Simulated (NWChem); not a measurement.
Atomisation of HI₂Si

SMILES: I[SiH]I
```xyz
4

I      0.1594    -0.0702     2.0417
Si    -1.0394     0.5458     0.0000
I      0.1594    -0.0702    -2.0417
H     -2.3418    -0.1966     0.0000
```
Charge 0, spin multiplicity 2.

Program: NWChem. All single points use one geometry, from UPBE0/def2-SVP with def2 effective core potentials on I, a minimum by its harmonic frequencies.

Basis set: def2-TZVP. The atomisation energy is electronic alone: no zero-point, thermal, spin-orbit or counterpoise terms. No value is extrapolated to the basis-set limit. Free atoms are single determinants with multiplicities I 2, Si 3, H 2.

Effective core potentials replace the inner electrons of I; spin-orbit coupling is left out. B3LYP has NWChem's definition, with VWN1-RPA local correlation. The structure started from a generated list of species. The unpaired electrons of the parent sit in orbitals of symmetry a' (Cs labels of the run); other states weren't searched. No SCF solution was tested for a lower state. Open-shell Hartree-Fock references start from PBE0 orbitals.

### Question
For the atomisation energy, B3LYP gives 196.5 kcal/mol and PBE gives 207.9 kcal/mol. What do PBE0, BHandHLYP, HF give?

### Answer
PBE0: 204.6 kcal/mol; BHandHLYP: 191.6 kcal/mol; HF: 141.8 kcal/mol.
